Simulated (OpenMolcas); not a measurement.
Nd3+.

```json
{"Program": "OpenMolcas", "Method": "CASSCF", "Basis": "ANO-R2 [8s7p4d3f1g]", "Scalar Hamiltonian": "X2C, finite nucleus", "Active space": "3 electrons in 7 orbitals (4f)", "State averaging": "2S+1 = 4 odd, 35 roots; 2S+1 = 2 odd, 112 roots (105 in the spin-orbit step)", "Spin-orbit coupling": "RASSI with atomic mean-field integrals over the reference wave functions, term energies averaged over their components"}
```

Levels without dynamic correlation, in cm-1 above 4f3 4I* 9/2:

| Level | E |
| --- | --- |
| 4f3 2H* 9/2(1) [75 %] | 15976 |
| 4f3 4F* 3/2 | 15839 |
| 4f3 4S* 3/2 | 17848 |
| 4f3 2G* 7/2(1) | 22095 |
| 4f3 4G* 5/2 | 24017 |
| 4f3 2K* 13/2 | 24174 |

On this reference, MS-CASPT2, IPEA 0.25 Eh, imaginary shift 0.1 Eh (closed shells correlated: 5s 5p) puts 4f3 2H* 9/2(1) [75 %] at 13370 cm-1.

Question: Estimate the other levels at that method by one scale factor, and say how well it serves.

Answer: The factor is 13370 / 15976 = 0.837. Scaled values beside those that MS-CASPT2 gives and measured ones (the list in Arab et al., J. Quant. Spectrosc. Radiat. Transfer 229, 145 (2019) and Gaigalas et al. (2019), from Wyart et al. (2007)):
```csv
Level,Scaled,MS-CASPT2,Miss (%),Measured
4f3 4F* 3/2,13257,13350,-0.7,11698
4f3 4S* 3/2,14939,15700,-4.8,13792
4f3 2G* 7/2(1),18494,19040,-2.9,17655
4f3 4G* 5/2,20102,20740,-3.1,17707
4f3 2K* 13/2,20234,21980,-7.9,20005
```
For these levels the scaled values miss MS-CASPT2 by up to 7.9 %, as correlation changes each term by its own factor, spin-orbit parts do not scale and CASPT2 has its own spread within terms. This holds within one configuration; levels of others move differently, and the target method has errors of its own against measurement.

CASPT2 does not keep the components of a term degenerate, so their means are used; among the terms shown or strongly mixed into the levels shown the widest spread is 1000 cm-1 (4f3 4I*, MS-CASPT2). High states are left out of the spin-orbit mixing, which shifts the levels that they would mix with. Without dynamic correlation excited terms often stand tens of per cent too high (terms of higher spin than the ground term too low), and those without a measured partner can miss by more than the paired ones (holds for CASSCF). Blocks of more than 70 roots (2S+1 = 2 odd) ran without multistate coupling (holds for MS-CASPT2). The CASPT2 spread within a term exceeds the gap to the next term for 4f3 2K* and 4f3 4G*, so the order of their levels is uncertain (holds for MS-CASPT2). Some terms miss by over 15 % even with CASPT2, which points to a basis or an active space too small for the shells correlated (holds for MS-CASPT2). Measured partners are found by configuration, term and J. A level has none where our copy of the source lacks it or the pairing is in doubt (some pairs that miss far off the trend of their configuration count as doubtful), and it then counts in no deviation. Levels of configurations outside the active space are missing.

A share in square brackets marks a mixed level and gives the weight of the term that names it, the lowest over the columns. A number in round brackets counts repeated terms of one configuration in the order of the reference energies. * marks odd parity.
